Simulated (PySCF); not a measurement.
How methods differ on the excitation energy of Ne⁺

Ne⁺ [He] 2s2 2p5 (2P) → Ne⁺ [He] 2s1 2p6 (2S), as a difference of total energies. All numbers are calculated (PySCF 2.14, the non-relativistic Hamiltonian (point nucleus), in dyall-av2z (11s7p2d, 42 functions)). Correlated levels: valence: 1s2 frozen; virtual orbitals above 40 to 60 times the deepest correlated orbital energy dropped. The calculations carry no spin-orbit coupling.

```json
{"method": "UHF", "excitation energy (eV)": "29.507"}
{"method": "MP2 (valence)", "excitation energy (eV)": "27.469"}
{"method": "SCS-MP2 (valence)", "excitation energy (eV)": "27.303"}
{"method": "CCSD (valence)", "excitation energy (eV)": "26.950"}
{"method": "CCSD(T) (valence)", "excitation energy (eV)": "26.823"}
{"method": "CCSDT (valence)", "excitation energy (eV)": "26.809"}
```

Problem. How much does correlation contribute at CCSD(T) (valence)?

Solution. 26.823 − (29.507) = -2.684 eV, measured against UHF.

Errors of the correlated levels include the incompleteness of this basis and the frozen core.

For comparison: 26.878 eV (measured; NIST levels, between the centres of gravity of the two terms).
